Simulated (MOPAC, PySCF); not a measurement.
Isomers of C4H3N. Isolated molecules, 0 K electronic values unless said otherwise. Strings in code marks are SMILES.

Quantity: electronic energy of isomers of C4H3N relative to `CC#CC#N`, in kcal/mol. Semi-empirical values (MOPAC) are differences of heats of formation.

Level 1: B3LYP-D3(BJ)/def2-TZVP (PySCF)
Level 2: B3LYP/3-21G // B3LYP-D3(BJ)/def2-TZVP (PySCF)
Level 3: AM1 // B3LYP-D3(BJ)/def2-TZVP (MOPAC)
Level 4: PM7 // B3LYP-D3(BJ)/def2-TZVP (MOPAC)

```json
[
 {"species": "`N=C=C1C=C1`", "level 1": "?", "level 2": "77.2", "level 3": "59.1", "level 4": "48.5"},
 {"species": "`C=C=CC#N`", "level 1": "2.45", "level 2": "?", "level 3": "1.66", "level 4": "?"},
 {"species": "`N=c1c2c1C2`", "level 1": "?", "level 2": "127.3", "level 3": "173.8", "level 4": "147.7"},
 {"species": "`C#CN=C=C`", "level 1": "35.7", "level 2": "39.6", "level 3": "33.6", "level 4": "27.2"},
 {"species": "`N#CC1C=C1`", "level 1": "25.6", "level 2": "37.4", "level 3": "?", "level 4": "?"},
 {"species": "`C#CNC#C`", "level 1": "?", "level 2": "55.1", "level 3": "45.3", "level 4": "50.8"},
 {"species": "`N#CC1=CC1`", "level 1": "25.3", "level 2": "35.0", "level 3": "?", "level 4": "23.6"},
 {"species": "`C#CC=C=N`", "level 1": "26.1", "level 2": "?", "level 3": "22.3", "level 4": "20.2"},
 {"species": "`C#CC#CN`", "level 1": "35.4", "level 2": "38.6", "level 3": "?", "level 4": "?"},
 {"species": "`C=C=C=C=N`", "level 1": "25.1", "level 2": "31.6", "level 3": "30.7", "level 4": "27.0"},
 {"species": "`C#CCC#N`", "level 1": "11.0", "level 2": "13.6", "level 3": "3.34", "level 4": "6.46"}
]
```

Task: Fill in the missing entries.

Result: 
- `N=C=C1C=C1`, level 1: 58.7
- `C=C=CC#N`, level 2: 6.63
- `C=C=CC#N`, level 4: -3.97
- `N=c1c2c1C2`, level 1: 83.6
- `N#CC1C=C1`, level 3: 32.0
- `N#CC1C=C1`, level 4: 24.9
- `C#CNC#C`, level 1: 56.0
- `N#CC1=CC1`, level 3: 31.8
- `C#CC=C=N`, level 2: 34.5
- `C#CC#CN`, level 3: 28.3
- `C#CC#CN`, level 4: 37.1
